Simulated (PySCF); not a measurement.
## Electron correlation in Sc⁺ (scandium, charge +1)

[Ar] 3d1 4s1, high-spin 3D determinant. Calculation: PySCF 2.14, in pcseg-2 (6s4p3d2f1g, 56 functions); the non-relativistic Hamiltonian (point nucleus). Frozen: [Ar]; 2 electrons correlated.

Total MP2 correlation energy: -2.95 mhartree.

Same-spin part -2.95 and opposite-spin part 0.00 mhartree; SCS-MP2 scales them by 1/3 and 6/5 to -0.98 mhartree.
